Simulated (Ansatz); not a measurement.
Basis sets compared for the cluster ZrAu₆⁺ (the lowest doublet isomer of a short search). The state is a doublet with charge 1. Geometry r2SCAN-D4/def2-SVP. Ansatz on 4 threads of Arm Neoverse V2 on a shared host; times are rough, and most runs start from earlier orbitals.

```xyz
7

Zr    0.131   -0.324   -0.269
Au    0.216    0.833   -2.684
Au    0.987    0.128    2.295
Au   -1.577    1.728   -0.887
Au   -0.956   -2.544   -0.510
Au    2.697   -0.715    0.395
Au   -1.500    0.894    1.658
```

In the def2 sets Au, Zr take a core potential; there is no spin–orbit coupling. The structure comes from a short search, and lower isomers may exist.

| level | functions | energy (Eh) | HOMO (eV) | LUMO (eV) | wall time |
| --- | --- | --- | --- | --- | --- |
| PBE-D4/def2-SVP | 223 | -861.7282 | -9.36 | -9.10 | 13 s |
| PBE0-D4/def2-SVP | 223 | -861.3806 | -9.97 | -8.31 | 21 s |

**Question.** Estimate the rows for PBE-D4/def2-TZVP (with forces), PBE0-D4/def2-TZVP.

**Answer.** 
```tsv
level	functions	energy (Eh)	HOMO (eV)	LUMO (eV)	wall time
PBE-D4/def2-TZVP (with forces)	280	-861.7880	-9.33	-9.07	20 s
PBE0-D4/def2-TZVP	280	-861.4405	-9.92	-8.26	39 s
```
